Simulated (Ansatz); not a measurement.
K17. The state is a doublet with charge 0. Geometry PBE/def2-SVP.

```xyz
17

K    -6.305   -2.118    2.136
K     2.170   -1.766    1.552
K    -1.747    0.832   -4.782
K    -0.709    1.049   -0.419
K     0.186    0.446    4.882
K    -3.509    1.598    2.690
K     2.599    2.519   -2.926
K     4.812    0.453    4.407
K    -4.911    2.368   -1.398
K     5.699   -1.018   -4.523
K     2.413    3.022    1.624
K    -3.806   -1.907   -1.618
K     5.438    0.254   -0.238
K    -4.115   -1.321    6.025
K     2.187    0.284   -6.848
K    -2.028   -2.801    2.236
K     1.628   -1.896   -2.799
```

Single mean-field runs in def2-SVP, def2-TZVP are fitted with def2-universal-jkfit. At r2SCAN/def2-TZVP, PBE0/def2-SVP the charge 0 doublet is spin-contaminated (final ⟨S²⟩ up to 2.51, 0.75 for a pure state). Another isomer (doublet) lies 0.52 eV lower at PBE0/def2-TZVP; other spin states weren't run for this one.

**Question.** Estimate the α-spin orbital energies around the gap (eV) in Ansatz with PBE/def2-SVP, PBE/def2-TZVP, revPBE/def2-TZVP, r2SCAN/def2-TZVP, PBE0/def2-SVP.

**Answer.** 
```json
{"orbital": "HOMO−5", "PBE/def2-SVP": "-2.89", "PBE/def2-TZVP": "-2.85", "revPBE/def2-TZVP": "-2.78", "r2SCAN/def2-TZVP": "-2.83", "PBE0/def2-SVP": "-3.28"}
{"orbital": "HOMO−4", "PBE/def2-SVP": "-2.67", "PBE/def2-TZVP": "-2.64", "revPBE/def2-TZVP": "-2.57", "r2SCAN/def2-TZVP": "-2.62", "PBE0/def2-SVP": "-3.00"}
{"orbital": "HOMO−3", "PBE/def2-SVP": "-2.60", "PBE/def2-TZVP": "-2.56", "revPBE/def2-TZVP": "-2.49", "r2SCAN/def2-TZVP": "-2.56", "PBE0/def2-SVP": "-2.86"}
{"orbital": "HOMO−2", "PBE/def2-SVP": "-2.46", "PBE/def2-TZVP": "-2.43", "revPBE/def2-TZVP": "-2.36", "r2SCAN/def2-TZVP": "-2.44", "PBE0/def2-SVP": "-2.72"}
{"orbital": "HOMO−1", "PBE/def2-SVP": "-2.32", "PBE/def2-TZVP": "-2.29", "revPBE/def2-TZVP": "-2.22", "r2SCAN/def2-TZVP": "-2.36", "PBE0/def2-SVP": "-2.56"}
{"orbital": "HOMO", "PBE/def2-SVP": "-2.24", "PBE/def2-TZVP": "-2.21", "revPBE/def2-TZVP": "-2.16", "r2SCAN/def2-TZVP": "-2.26", "PBE0/def2-SVP": "-2.50"}
{"orbital": "LUMO", "PBE/def2-SVP": "-2.00", "PBE/def2-TZVP": "-1.97", "revPBE/def2-TZVP": "-1.89", "r2SCAN/def2-TZVP": "-1.82", "PBE0/def2-SVP": "-1.65"}
{"orbital": "LUMO+1", "PBE/def2-SVP": "-1.96", "PBE/def2-TZVP": "-1.93", "revPBE/def2-TZVP": "-1.85", "r2SCAN/def2-TZVP": "-1.68", "PBE0/def2-SVP": "-1.61"}
{"orbital": "LUMO+2", "PBE/def2-SVP": "-1.77", "PBE/def2-TZVP": "-1.74", "revPBE/def2-TZVP": "-1.67", "r2SCAN/def2-TZVP": "-1.59", "PBE0/def2-SVP": "-1.41"}
{"orbital": "LUMO+3", "PBE/def2-SVP": "-1.69", "PBE/def2-TZVP": "-1.66", "revPBE/def2-TZVP": "-1.59", "r2SCAN/def2-TZVP": "-1.55", "PBE0/def2-SVP": "-1.32"}
{"orbital": "LUMO+4", "PBE/def2-SVP": "-1.65", "PBE/def2-TZVP": "-1.62", "revPBE/def2-TZVP": "-1.55", "r2SCAN/def2-TZVP": "-1.54", "PBE0/def2-SVP": "-1.28"}
{"orbital": "LUMO+5", "PBE/def2-SVP": "-1.55", "PBE/def2-TZVP": "-1.53", "revPBE/def2-TZVP": "-1.46", "r2SCAN/def2-TZVP": "-1.42", "PBE0/def2-SVP": "-1.19"}
{"orbital": "β HOMO", "PBE/def2-SVP": "-2.30", "PBE/def2-TZVP": "-2.27", "revPBE/def2-TZVP": "-2.20", "r2SCAN/def2-TZVP": "-2.29", "PBE0/def2-SVP": "-2.54"}
{"orbital": "β LUMO", "PBE/def2-SVP": "-2.05", "PBE/def2-TZVP": "-2.01", "revPBE/def2-TZVP": "-1.91", "r2SCAN/def2-TZVP": "-1.82", "PBE0/def2-SVP": "-1.67"}
```
